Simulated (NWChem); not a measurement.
System: ZrHOF$_{3}$; SMILES [F][Zr]([F])([OH])[F]

Here is an NWChem input.

```
start job
memory heap 200 mb stack 900 mb global 1100 mb
geometry units angstroms noautoz
  Zr     0.001629    -0.028722     0.003143
  F     -1.240575    -0.628789     1.316546
  F      1.764694    -0.503996     0.545121
  F     -0.390211    -0.869844    -1.660367
  O     -0.124372     1.857456    -0.184530
  H     -0.185933     2.807719    -0.277148
end
basis spherical
  * library def2-svpd
end
ecp
  Zr library def2-ecp
end
dft
  xc xcamb88 1.00 lyp 0.81 vwn_5 0.19 hfexch 1.00
  cam 0.33 cam_alpha 0.19 cam_beta 0.46
  iterations 150
end
tddft
  cis
  nroots 6
  notriplet
end
task tddft energy
```

NWChem printed, in part:

```
             Northwest Computational Chemistry Package (NWChem) 7.3.0
             --------------------------------------------------------

 C1  symmetry detected

                             Geometry "geometry" -> ""
                             -------------------------

 Output coordinates in angstroms (scale by  1.889725989 to convert to a.u.)

  No.       Tag          Charge          X              Y              Z
 ---- ---------------- ---------- -------------- -------------- --------------
    1 Zr                  40.0000    -0.00042369     0.00022916    -0.00894469
    2 F                    9.0000    -0.63763689    -1.67143123    -0.66292441
    3 F                    9.0000     1.75043200     0.31317834    -0.69055375
    4 F                    9.0000    -1.16105648     1.38890663    -0.60291163
    5 O                    8.0000     0.04719675    -0.02988592     1.88989449
    6 H                    1.0000     0.07372579    -0.04596268     2.84613994

 Effective nuclear repulsion energy (a.u.)     482.7959672430

                                 NWChem DFT Module
                                 -----------------

 Summary of "ao basis" -> "ao basis" (spherical)
 ------------------------------------------------------------------------------
       Tag                 Description            Shells   Functions and Types
 ---------------- ------------------------------  ------  ---------------------
 Zr                        def2-svpd                12       34   5s4p2d1f
 F                         def2-svpd                 9       23   4s3p2d
 O                         def2-svpd                 9       23   4s3p2d
 H                         def2-svpd                 4        8   2s2p

            General Information
            -------------------
          SCF calculation type: DFT
          Wavefunction type:  closed shell.
          No. of atoms     :     6
          No. of electrons :    48
           Alpha electrons :    24
            Beta electrons :    24
          Charge           :     0
          Spin multiplicity:     1
          Use of symmetry is: off; symmetry adaption is: off
          Maximum number of iterations: 150
          AO basis - number of functions:   134
                     number of shells:    52
          Convergence on energy requested:  1.00D-06
          Convergence on density requested:  1.00D-05
          Convergence on gradient requested:  5.00D-04

              XC Information
              --------------
                     Hartree-Fock (Exact) Exchange  1.000
                   CAM-Becke88 Exchange Functional  1.000
                      VWN V Correlation Functional  0.190 local
              Lee-Yang-Parr Correlation Functional  0.810

           Range-Separation Parameters
           ---------------------------
           Alpha           :  0.19
           Beta            :  0.46
           Gamma           :  0.33
           Short-Range HF  :     F

             Grid Information
             ----------------
          Grid used for XC integration:  medium
          Radial quadrature: Mura-Knowles
          Angular quadrature: Lebedev.
          Tag              B.-S. Rad. Rad. Pts. Rad. Cut. Ang. Pts.
          ---              ---------- --------- --------- ---------
          Zr                  1.55      123          10.0       590
          F                   0.50       49          11.0       434
          O                   0.60       49          11.0       434
          H                   0.35       45          12.0       434
          Grid pruning is: on
          Number of quadrature shells:   364
          Spatial weights used:  Erf1

      Superposition of Atomic Density Guess
      -------------------------------------

 Sum of atomic energies:        -426.58457332

      Non-variational initial energy
      ------------------------------

 Total energy =    -419.451550
 1-e energy   =   -1005.209159
 2-e energy   =     380.575887
 HOMO         =      -0.536823
 LUMO         =      -0.062657

   convergence    iter        energy       DeltaE   RMS-Dens  Diis-err
 ---------------- ----- ----------------- --------- --------- ---------
 d= 0,ls=0.0,diis     1   -422.0507817668 -6.27D+02  2.24D-02  2.52D+00
 d= 0,ls=0.0,diis     2   -421.4793427951  5.71D-01  1.15D-02  1.01D+01
 d= 0,ls=0.0,diis     3   -422.3484087775 -8.69D-01  5.73D-04  1.14D-02
 d= 0,ls=0.0,diis     4   -422.3489656993 -5.57D-04  3.03D-04  4.35D-03
 d= 0,ls=0.0,diis     5   -422.3493169773 -3.51D-04  1.02D-04  6.24D-04
  Resetting Diis
 d= 0,ls=0.0,diis     6   -422.3493755912 -5.86D-05  3.28D-05  1.34D-05
 d= 0,ls=0.0,diis     7   -422.3493769731 -1.38D-06  6.78D-06  2.00D-07
 d= 0,ls=0.0,diis     8   -422.3493770013 -2.82D-08  1.31D-06  3.12D-08

         Total DFT energy =     -422.349377001302
      One electron energy =    -1010.123729664280
           Coulomb energy =      428.772485332097
    Exchange-Corr. energy =      -46.179854239486
 Nuclear repulsion energy =      205.181721570368

 Numeric. integr. density =       48.000004263631

                       DFT Final Molecular Orbital Analysis
                       ------------------------------------

 Vector   22  Occ=2.000000D+00  E=-4.920707D-01
              MO Center= -2.1D-02,  1.2D-02, -6.4D-01, r^2= 3.7D+00
   Bfn.  Coefficient  Atom+Function         Bfn.  Coefficient  Atom+Function
  ----- ------------  ---------------      ----- ------------  ---------------
    63      0.376945  3 F  py                39      0.359713  2 F  px
    85     -0.295750  4 F  px                66     -0.250510  3 F  py
    86     -0.245439  4 F  py                42     -0.239059  2 F  px
    88      0.196553  4 F  px                89      0.163129  4 F  py
    40     -0.132551  2 F  py                43      0.088106  2 F  py

 Vector   23  Occ=2.000000D+00  E=-4.389029D-01
              MO Center= -7.6D-03,  2.5D-02,  1.6D+00, r^2= 1.6D+00
   Bfn.  Coefficient  Atom+Function         Bfn.  Coefficient  Atom+Function
  ----- ------------  ---------------      ----- ------------  ---------------
   109      0.460995  5 O  py               108     -0.356663  5 O  px
   112      0.320815  5 O  py               111     -0.248208  5 O  px
     7     -0.110539  1 Zr py                86      0.103797  4 F  py
    87      0.097909  4 F  pz                19      0.088296  1 Zr d -1
    85     -0.086695  4 F  px                 6      0.085512  1 Zr px

[...]

                                NWChem TDDFT Module
                                -------------------

            General Information
            -------------------
           No. of orbitals :     268
            Alpha orbitals :     134
             Beta orbitals :     134
        Alpha frozen cores :       0
         Beta frozen cores :       0
     Alpha frozen virtuals :       0
      Beta frozen virtuals :       0
         Spin multiplicity :       1
    Number of AO functions :     134
        Use of symmetry is : off
      Symmetry adaption is : off
         Schwarz screening :  0.10D-07

              XC Information
              --------------
              Hartree-Fock (Exact) Exchange   1.00
            CAM-Becke88 Exchange Functional   1.00
               VWN V Correlation Functional   0.19 local
       Lee-Yang-Parr Correlation Functional   0.81
           Alpha           :  0.19
           Beta            :  0.46
           Gamma           :  0.33

             TDDFT Information
             -----------------
          Calculation type : Tamm-Dancoff TDDFT
         Wavefunction type : Restricted singlets
          No. of electrons :      48
           Alpha electrons :      24
            Beta electrons :      24
              No. of roots :       6
          Max subspacesize :    5200
            Max iterations :     100
               Target root :       1
           Target symmetry : none
      Symmetry restriction : off
                 Algorithm : Optimal
        Davidson threshold :  0.10D-03

    6 smallest eigenvalue differences (eV)
--------------------------------------------------------
  No. Spin  Occ  Vir  Irrep   E(Occ)    E(Vir)   E(Diff)
--------------------------------------------------------
    1    1   24   25 a        -0.439    -0.004    11.844
    2    1   23   25 a        -0.439    -0.004    11.844
    3    1   24   26 a        -0.439     0.013    12.287
    4    1   23   26 a        -0.439     0.013    12.287
    5    1   24   27 a        -0.439     0.013    12.289
    6    1   23   27 a        -0.439     0.013    12.289
--------------------------------------------------------

  Entering Davidson iterations
  Restricted singlet excited states

  Iter   NTrls   NConv    DeltaV     DeltaE      Time
  ----  ------  ------  ---------  ---------  ---------
    1      6       0     0.19E+00   0.10+100       32.8
    2     12       0     0.53E-01   0.41E-01       32.2
    3     18       0     0.25E-01   0.44E-02       31.1
    4     24       0     0.13E-01   0.12E-02       32.3
    5     30       0     0.44E-02   0.25E-03       32.1
    6     36       0     0.49E-02   0.47E-04       33.9
    7     42       0     0.15E-02   0.33E-04       31.7
    8     48       1     0.73E-03   0.48E-05       31.4
    9     53       3     0.27E-03   0.11E-05       30.1
   10     56       3     0.18E-03   0.16E-06       31.8
   11     59       5     0.10E-03   0.46E-07       28.9
   12     60       6     0.73E-04   0.13E-07       26.1
  ----  ------  ------  ---------  ---------  ---------
  Convergence criterion met

  Ground state a        -422.349377001302 a.u.

  ----------------------------------------------------------------------------
  Root   1 singlet a              0.293243118 a.u.                7.9796 eV
  ----------------------------------------------------------------------------
     Transition Moments    X -0.00009   Y -0.00020   Z  0.00000
     Dipole Oscillator Strength                    0.0000000089
     Electric Quadrupole                           0.0000000000
     Magnetic Dipole                               0.0000004826
     Total Oscillator Strength                     0.0000004916

     Occ.   23  a   ---  Virt.   26  a        0.06118
     Occ.   23  a   ---  Virt.   27  a        0.67244
     Occ.   23  a   ---  Virt.   30  a       -0.17245
     Occ.   23  a   ---  Virt.   32  a        0.06898
     Occ.   24  a   ---  Virt.   26  a       -0.68000
     Occ.   24  a   ---  Virt.   27  a        0.06116
     Occ.   24  a   ---  Virt.   31  a        0.17326
     Occ.   24  a   ---  Virt.   33  a       -0.06992
  ----------------------------------------------------------------------------
  Root   2 singlet a              0.297332317 a.u.                8.0908 eV
  ----------------------------------------------------------------------------
     Transition Moments    X -0.00239   Y -0.10413   Z -0.00129
     Dipole Oscillator Strength                    0.0021509554
     Electric Quadrupole                           0.0000000011
     Magnetic Dipole                               0.0000000477
     Total Oscillator Strength                     0.0021510042

     Occ.   23  a   ---  Virt.   26  a       -0.43320
     Occ.   23  a   ---  Virt.   27  a        0.53223
     Occ.   23  a   ---  Virt.   30  a       -0.12833
     Occ.   23  a   ---  Virt.   31  a        0.08798
     Occ.   24  a   ---  Virt.   26  a        0.52650
     Occ.   24  a   ---  Virt.   27  a        0.43272
     Occ.   24  a   ---  Virt.   30  a       -0.08878
     Occ.   24  a   ---  Virt.   31  a       -0.12625
  ----------------------------------------------------------------------------
  Root   3 singlet a              0.297333801 a.u.                8.0909 eV
  ----------------------------------------------------------------------------
     Transition Moments    X  0.10322   Y -0.00441   Z -0.00223
     Dipole Oscillator Strength                    0.0021166741
     Electric Quadrupole                           0.0000000011
     Magnetic Dipole                               0.0000000474
     Total Oscillator Strength                     0.0021167226

     Occ.   23  a   ---  Virt.   26  a       -0.53049
     Occ.   23  a   ---  Virt.   27  a       -0.43500
     Occ.   23  a   ---  Virt.   30  a        0.08923
     Occ.   23  a   ---  Virt.   31  a        0.12711
     Occ.   24  a   ---  Virt.   26  a       -0.43053
     Occ.   24  a   ---  Virt.   27  a        0.52833
     Occ.   24  a   ---  Virt.   30  a       -0.12753
     Occ.   24  a   ---  Virt.   31  a        0.08750
  ----------------------------------------------------------------------------
  Root   4 singlet a              0.310534807 a.u.                8.4501 eV
  ----------------------------------------------------------------------------
     Transition Moments    X  0.02501   Y -0.45364   Z -0.00704
     Dipole Oscillator Strength                    0.0427433076
     Electric Quadrupole                           0.0000006718
     Magnetic Dipole                               0.0000023395
     Total Oscillator Strength                     0.0427463188

     Occ.   23  a   ---  Virt.   25  a       -0.76769
     Occ.   23  a   ---  Virt.   28  a        0.09197
     Occ.   23  a   ---  Virt.   29  a        0.22213
     Occ.   23  a   ---  Virt.   35  a        0.13719
     Occ.   23  a   ---  Virt.   43  a        0.05307
     Occ.   24  a   ---  Virt.   25  a       -0.52824
     Occ.   24  a   ---  Virt.   28  a        0.06344
     Occ.   24  a   ---  Virt.   29  a        0.15295
     Occ.   24  a   ---  Virt.   35  a        0.09440
  ----------------------------------------------------------------------------
  Root   5 singlet a              0.310536392 a.u.                8.4501 eV
  ----------------------------------------------------------------------------
     Transition Moments    X  0.45401   Y  0.02574   Z -0.01005
     Dipole Oscillator Strength                    0.0428304819
     Electric Quadrupole                           0.0000006721
     Magnetic Dipole                               0.0000023463
     Total Oscillator Strength                     0.0428335003

     Occ.   23  a   ---  Virt.   25  a       -0.52834
     Occ.   23  a   ---  Virt.   28  a        0.06336
     Occ.   23  a   ---  Virt.   29  a        0.15293
     Occ.   23  a   ---  Virt.   35  a        0.09442
     Occ.   24  a   ---  Virt.   25  a        0.76746
     Occ.   24  a   ---  Virt.   28  a       -0.09227
     Occ.   24  a   ---  Virt.   29  a       -0.22229
     Occ.   24  a   ---  Virt.   35  a       -0.13716
     Occ.   24  a   ---  Virt.   43  a       -0.05306
  ----------------------------------------------------------------------------
  Root   6 singlet a              0.317956673 a.u.                8.6520 eV
  ----------------------------------------------------------------------------
     Transition Moments    X  0.01036   Y -0.00710   Z  0.49869
     Dipole Oscillator Strength                    0.0527478676
     Electric Quadrupole                           0.0000002478
     Magnetic Dipole                               0.0000000001
     Total Oscillator Strength                     0.0527481155

     Occ.   23  a   ---  Virt.   26  a       -0.62016
     Occ.   23  a   ---  Virt.   27  a        0.05634
     Occ.   23  a   ---  Virt.   31  a       -0.21171
     Occ.   23  a   ---  Virt.   33  a        0.23786
     Occ.   24  a   ---  Virt.   26  a       -0.05604
     Occ.   24  a   ---  Virt.   27  a       -0.62215
     Occ.   24  a   ---  Virt.   30  a       -0.21113
     Occ.   24  a   ---  Virt.   32  a        0.23690

              Target root =      1
          Target symmetry = none
      Ground state energy =   -422.349377001302
        Excitation energy =      0.293243118387
     Excited state energy =   -422.056133882916

  stored tddft:energy   -422.05613388291556
```

Level: CAM-B3LYP/def2-SVPD with def2 effective core potentials on Zr, TDA. All runs use the structure optimised with PBE0/def2-SVP. No frequency run checked for a minimum. def2 effective core potentials on Zr; no spin-orbit coupling.
